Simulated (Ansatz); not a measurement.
A structure relaxed at PBE-D4/def2-SVP in Ansatz, charge 0, singlet:

Cartesian coordinates in Å:
```
O 0.0376 2.6268 -0.3320
Sn 0.6409 -2.6611 1.2497
Sn -2.0294 2.0842 0.2504
Sn 1.9618 -0.1582 0.5130
Sn -1.3480 -0.8220 -0.2902
Sn -0.6029 0.0869 2.5149
Sn 1.1969 2.4837 1.4739
Sn -0.2508 1.4016 -2.1252
Sn 1.3023 -1.5508 -1.9833
Sn -0.9084 -3.4911 -1.2711
```

Question: Give its formula.

Answer: the cluster Sn9O.

Question: Summarise the bond lengths by kind (pairs closer than 1.2 times the sum of covalent radii, bridged metal pairs left out).

Answer: 14 × Sn–Sn 2.88 to 3.27 Å; 3 × O–Sn 2.15 to 2.21 Å.

In the def2 sets Sn takes a core potential; there is no spin–orbit coupling. Another isomer (singlet) lies 0.13 eV lower at PBE0-D4/def2-SVP; other spin states weren't run for this one.
